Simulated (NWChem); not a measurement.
System: CH5BFN; SMILES NB(C)F

NWChem input:

```
start job
memory heap 200 mb stack 900 mb global 1100 mb
geometry units angstroms noautoz
  B      0.023342     0.050657     0.000793
  F      1.256742     0.593809    -0.001773
  C     -0.108999    -1.515545     0.000695
  H      0.367734    -1.931647    -0.902312
  H     -1.146459    -1.877992     0.038075
  H      0.436625    -1.940506     0.859071
  N     -1.060713     0.934752     0.000452
  H     -2.022692     0.629249     0.002367
  H     -0.938014     1.939053    -0.002471
end
basis spherical
  * library def2-svp
end
dft
  xc xpbe96 cpbe96
  iterations 150
  vectors input atomic output neutral.movecs
end
task dft energy
charge 1
dft
  odft
  mult 2
  vectors input atomic output cation.movecs
end
task dft energy
```

The geometry was optimised at PBE0/def2-SVP.

Ions are spin-unrestricted doublets at the neutral geometry; other ion states weren't tried.

Q: Give the results of this calculation. (PBE/def2-SVP, vertical spin-unrestricted ions.) Quantities: vertical ionisation energy, ΔSCF (eV); −ε(HOMO) (eV).

A: 
```
Quantity                               Result
-------------------------------------  ------
vertical ionisation energy, ΔSCF (eV)   10.49
−ε(HOMO) (eV)                            6.52
```
